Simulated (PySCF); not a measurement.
## V²⁺: excitation energy

V²⁺ [Ar] 3d3 (4F) → V²⁺ [Ar] 3d2 4s1 (4F), as a difference of total energies. Computed with PySCF 2.14 in aug-cc-pVTZ-DK, with the spin-free X2C one-electron Hamiltonian (Gaussian nucleus). Correlated levels: valence: [Ar] frozen. The calculations carry no spin-orbit coupling.

| method | excitation energy (cm⁻¹) |
| --- | --- |
| UHF | 40842 |
| LDA | 44755 |
| PBE | 44333 |
| PBE0 | 44884 |
| r2SCAN | 46404 |
| M06-L | 52341 |
| r2SCANh | 46292 |
| B2PLYP | 43319 |
| M06 | 50239 |
| MP2 (valence) | 42443 |
| SCS-MP2 (valence) | 41376 |

A first-order spin-orbit estimate (lowest level to lowest level, LS coupling) adds -0.007 eV.
